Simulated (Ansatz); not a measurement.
Reaction (ligand exchange at the Si–N bond): `N[SiH]1BO1` + H–F → `F[SiH]1BO1` + NH₃

Computed with Ansatz on PBE0-D4/def2-TZVP structures; ΔE is electronic, products minus reactants. CCSD(T)/CBS is the MP2 limit (def2-TZVPP, def2-QZVPP) plus CCSD(T) − MP2 in def2-TZVPP, frozen cores. This one scheme is used for every species. Functionals use def2-TZVPP. HSE06 is defined as in plane-wave codes. Each species was taken in one conformer, which may not be the lowest.

`N[SiH]1BO1`:

Cartesian coordinates in Å:
```
N 0.942 -0.633 -1.017
Si -0.404 0.129 -0.329
B -0.473 1.025 1.333
O -0.851 -0.269 1.316
H 0.862 -1.420 -1.638
H 1.882 -0.488 -0.691
H -1.555 -0.137 -1.216
H -0.403 1.792 2.242
```

H–F:

```xyz
2

F     0.326   -0.044    0.322
H    -0.326    0.044   -0.322
```

`F[SiH]1BO1`:

Cartesian coordinates in Å:
```
F -1.035 1.752 -0.307
Si 0.008 0.565 -0.495
B 0.428 -0.659 0.874
O -0.608 -0.945 0.050
H 0.346 0.536 -1.931
H 0.861 -1.250 1.809
```

NH₃:

Cartesian coordinates in Å:
```
N 0.132 0.247 -0.031
H -0.715 0.339 0.517
H -0.133 -0.151 -0.923
H 0.716 -0.435 0.437
```

```
             level  ΔE (kJ/mol)  difference from CCSD(T)/CBS
           BLYP-D4        -72.5                         -5.3
          HSE06-D4        -64.0                          3.2
           ωB97M-V        -70.1                         -2.9
               PBE        -68.6                         -1.4
              BLYP        -78.8                        -11.6
            r2SCAN        -73.7                         -6.5
             HSE06        -66.4                          0.8
         CAM-B3LYP        -75.0                         -7.8
           LC-ωPBE        -66.6                          0.6
RPA@PBE/def2-TZVPP        -71.4                         -4.2
       HF/def2-SVP        -67.6                         -0.4
     HF/def2-TZVPP        -80.6                        -13.4
SCS-MP2/def2-TZVPP        -69.8                         -2.6
   CCSD/def2-TZVPP        -70.0                         -2.8
    MP2/def2-QZVPP        -64.9                          2.3
    CCSD/CBS(def2)        -68.8                         -1.6
       CCSD(T)/CBS        -67.2                            0
```

Task: What do rigid-rotor, harmonic-oscillator terms from PBE0-D4/def2-TZVP frequencies (298.15 K, 1 bar) make of the CCSD(T)/CBS value? (Estimate.)

Result: Ansatz gave: ΔZPE = +4.1 kJ/mol, ΔH = -64.2 kJ/mol, ΔS = 6 J/(mol·K), ΔG = -65.9 kJ/mol.

Largest T1 diagnostic among the species: 0.015.

From r2SCAN to r2SCAN0 (25 % exact exchange), in def2-TZVPP and without D4, ΔE moves by +3.1 kJ/mol. The D4 term adds +4.8 kJ/mol with B3LYP and +2.6 kJ/mol with PBE0; it sums over pairs of atoms, weighted by their polarisabilities, and B3LYP, whose exchange is more repulsive, gets the larger term.

B3LYP here is the variant with VWN-RPA as its local correlation; programs differ in this.
